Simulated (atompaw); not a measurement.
# Which change was made? (S, PAW (atompaw))

sulfur, PAW, made with atompaw 4.2.0.5 (LDA (PW92), scalar-relativistic). Core [Ne], reference 3s2 3p4. Waves: 3s (bound): rc 1.45 bohr; 3s channel at 3.3 Ry: rc 1.45 bohr; 3p (bound): rc 1.45 bohr; 3p channel at 4.85 Ry: rc 1.45 bohr. Local part: troulliermartins scheme with l = 2 at 0 Ry, radius 1.25 bohr. Core correction: smooth core density matched at 1.20 bohr. Augmentation charge: sinc compensation charge, radius 1.15 bohr; PAW radius 1.45 bohr; waves and projectors: custom rrkj gramschmidtortho.

Cutoffs, loose and tight: the cutoffs (Ry, on a coarse ladder) from which the occupation-weighted sum of valence levels, in a spherical-Bessel basis at the reference potential, stays within 10 and 1 mRy of its value at 400 Ry. They see the waves, projectors and local potential, not the compensation charge or the core.

The base gives: outcome: generated; cutoff, loose: 18 Ry; cutoff, tight: 35 Ry; bound ghosts: none.

**Question.** After one change the result is: outcome: generated; cutoff, loose: 45 Ry; cutoff, tight: 60 Ry; bound ghosts: none. Which change was it?
A. augmentation sinc compensation charge, radius 0.62 bohr; PAW radius 1.45 bohr; waves and projectors: custom rrkj gramschmidtortho
B. wave 3s (bound): rc 1.45 bohr becomes 3s (bound): rc 1.30 bohr
C. local potential troulliermartins scheme with l = 2 at 0 Ry, radius 0.66 bohr
D. wave 3p (bound): rc 1.45 bohr becomes 3p (bound): rc 1.06 bohr

**Answer.** D. The others give: local potential troulliermartins scheme with l = 2 at 0 Ry, radius 0.66 bohr → outcome: generated; cutoff, loose: 18 Ry; cutoff, tight: 35 Ry; bound ghosts: s | augmentation sinc compensation charge, radius 0.62 bohr; PAW radius 1.45 bohr; waves and projectors: custom rrkj gramschmidtortho → outcome: generated, no UPF (negative core plus compensation charge); cutoff, loose: 18 Ry; cutoff, tight: 35 Ry; bound ghosts: none | wave 3s (bound): rc 1.45 bohr becomes 3s (bound): rc 1.30 bohr → outcome: generated; cutoff, loose: 21 Ry; cutoff, tight: 40 Ry; bound ghosts: s.
